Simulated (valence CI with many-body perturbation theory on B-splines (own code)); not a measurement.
## Valence orbitals of I47+

Level of theory: configuration interaction combined with many-body perturbation theory (CI+MBPT): four valence electrons over a frozen Dirac-Fock core [He], a basis of 11 s, 11 p, 9 d, 7 f, 5 g, 2 h, 1 i functions for each j, with the one-electron correlation potential Σ1 (screened to all orders), the two-electron term Σ2, the three-electron term Σ3, Breit, model QED; selected single and double excitations, second order for the rest (own B-spline code, finite nucleus).

No measured spectrum was set against this ion. As an estimate, large intervals hold to a few tenths of a per cent, small ones and those within an open d or f shell to about a per cent. Among the levels kept, up to 260 cm⁻¹ of a level comes from second order outside the variational space, and about a tenth of that is noise between levels of different J, which matters for small intervals.

These are the spectroscopic orbitals of the CI (the correlating ones are not listed), shaped by the core and the other valence electrons. h is the expectation value of the core's Dirac-Fock operator, without the valence repulsion; Σ1 is computed up to l = 3 at one energy for each symmetry, that of its lowest orbital but kept below the first core excitation, so for empty shells it is not the orbital's own correlation shift; Breit and QED include the response of the core.

```csv
Orbital,h (hartree),Σ1 (cm⁻¹),Breit (cm⁻¹),QED (cm⁻¹),⟨r⟩ (bohr)
2s1/2,-346.51,-1375,41320,45025,0.1116
3s1/2,-151.5,-335,11447,12930,0.2591
4s1/2,-84.314,-131,4567,5282,0.4701
5s1/2,-53.583,-64.5,2286,2660,0.7429
2p1/2,-342.15,-3419,82325,-531,0.09340
3p1/2,-150.25,-760,22101,-252,0.2427
4p1/2,-83.798,-291,8850,-111,0.4552
5p1/2,-53.321,-143,4425,-57.2,0.7295
2p3/2,-329.31,-2650,31824,4241,0.09844
3p3/2,-146.45,-590,8598,1105,0.2498
4p3/2,-82.201,-226,3833,446,0.4646
5p3/2,-52.507,-111,1926,224,0.7412
3d3/2,-145.93,-271,789,-147,0.2119
4d3/2,-81.98,-116,431,-47.2,0.4280
5d3/2,-52.395,-59.5,223,-21.2,0.7060
3d5/2,-144.79,-248,258,374,0.2144
4d5/2,-81.5,-105,140,171,0.4310
5d5/2,-52.149,-54.1,68.8,90.2,0.7096
4f5/2,-81.426,-22.3,4.5,-56.5,0.3715
5f5/2,-52.114,-12.6,3.7,-27.9,0.6509
4f7/2,-81.192,-21.5,1.3,49.3,0.3731
5f7/2,-51.994,-12.1,1.0,26.4,0.6527
5g7/2,-51.983,,0.0,-17.8,0.5704
5g9/2,-51.912,,0.0,14.3,0.5715
```

Among the shells of the start configuration 2s2 2p2, Σ1 is largest in size for 2p1/2, where it is 0.0046 % of h.

Lowest root of each symmetry, sizes in configuration state functions:

```tsv
J	Parity	Roots	Reference	Variational	Second order	Change by selected CI (cm⁻¹)	Change by second order (cm⁻¹)
0	even	12	38	22097	33950	-19349	0
1	even	20	83	39998	121276	-17766	-28
2	even	23	93	39994	138534	-19535	-99
3	even	12	63	39996	175146	-19240	-68
4	even	5	31	39997	103828	-14685	-6
5	even	2	11	21756	86830	-19530	-11
0	odd	8	37	18393	35021	-22213	-1
1	odd	20	94	39994	144542	-24233	-16
2	odd	19	100	39988	219561	-18279	-50
3	odd	9	70	39996	195277	-19630	-38
4	odd	3	36	32875	93468	-21962	-11
```
